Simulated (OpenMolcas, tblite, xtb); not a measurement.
A ladder of methods for C4H4Si (SMILES C#C[SiH2]C#C)

The species is C4H4Si (9 atoms), meant as a singlet with charge 0. SMILES: `C#C[SiH2]C#C`. Geometry: relaxed at PBE0-D4/def2-TZVP.

Each level gives the dipole moment (D). The values are calculated.

```csv
level,kind,program,value (D),CPU time
GFN1-xTB,semi-empirical,xtb,0.97,under 2 s
IPEA1-xTB,semi-empirical,tblite,1.36,under 2 s
HF/cc-pVDZ,Hartree–Fock,OpenMolcas,0.68,7.5 s
PBE/cc-pVDZ,GGA,OpenMolcas,0.53,29 s
r2SCAN/cc-pVDZ,meta-GGA,OpenMolcas,0.58,39 s
M06-2X/cc-pVDZ,hybrid meta-GGA,OpenMolcas,0.52,35 s
```

The values span 0.52 to 1.36 D. Magnitudes only. Times are those of the runs behind each value, whatever else they computed, on shared processors of several kinds: orders of magnitude only.
